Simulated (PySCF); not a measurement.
Mg(Me) (CH3Mg), SMILES [CH3][Mg+], charge +1.

The structure is a stationary point at PBE0-D3(BJ)/def2-TZVP. The multiplicity is an assumed one; other spin states were not compared. The isomer is the one that the SMILES or the coordinates give; other isomers of the formula were not compared.

The numbers are results of C-PCM-PBE0/def2-TZVPD run with PySCF, not measurements.

The values are the electrostatic part of the solvation free energy, E(continuum) − E(gas) at the gas-phase geometry, in a cavity of scaled van der Waals radii (PySCF's table); cavitation and dispersion terms are not included. A continuum can't describe solvent molecules that bind to the metal. In vacuum the orbital gap is 4.59 eV.

Computed values in water (ε = 78.36), N,N-dimethylformamide (ε = 37.22), acetonitrile (ε = 35.69):
```
solvent                    ε  ΔG(elec) (kcal/mol)  gap (eV)
---------------------  -----  -------------------  --------
water                  78.36                -85.0      5.56
N,N-dimethylformamide  37.22                -83.6      5.54
acetonitrile           35.69                -83.5      5.54
```
